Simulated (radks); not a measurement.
Task: Ga, 31 electrons, occupied as [Ar] 3d10 4s2 5p1 (not the ground configuration). Calculated with a radial shooting solver on a logarithmic mesh with Libxc functionals: scalar-relativistic Kohn-Sham, PBE, spin-polarised, spherical densities, point nucleus; open shells are filled with parallel spins first. Some entries of the table are withheld. Estimate them.

| orbital | occ. | eigenvalue (hartree) | <r> (bohr) | r(max) (bohr) |
|---|---|---|---|---|
| 1s up | 1 | -376.1255 | 0.04860 | 0.03178 |
| 1s down | 1 | -376.1254 | 0.04860 | 0.03178 |
| 2s up | 1 | -46.56855 | 0.2178 | 0.1824 |
| 2s down | 1 | -46.56853 | 0.2178 | 0.1824 |
| 2p up | 3 | -40.56076 | 0.1907 | 0.1465 |
| 2p down | 3 | -40.56070 | 0.1907 | 0.1465 |
| 3s up | 1 | -5.62295 | 0.6519 | 0.5645 |
| 3s down | 1 | -5.62285 | 0.6518 | 0.5645 |
| 3p up | 3 | -3.81259 | 0.6792 | 0.5669 |
| 3p down | 3 | -3.81245 | 0.6792 | 0.5669 |
| 3d up | 5 | (1) | 0.8081 | 0.5335 |
| 3d down | 5 | (2) | 0.8077 | 0.5335 |
| 4s up | 1 | -0.47945 | 2.223 | 1.853 |
| 4s down | 1 | -0.47779 | 2.232 | 1.853 |
| 4p down | 0 | (3) | 2.971 | 2.337 |
| 4p up | 0 | (4) | 2.928 | 2.324 |
| 5s up | 0 | -0.07658 | 7.590 | 6.863 |
| 5p up | 1 | -0.04583 | 9.344 | 8.694 |

Result: 
(1) 3d up eigenvalue (hartree): -0.88312
(2) 3d down eigenvalue (hartree): -0.88278
(3) 4p down eigenvalue (hartree): -0.21579
(4) 4p up eigenvalue (hartree): -0.21462
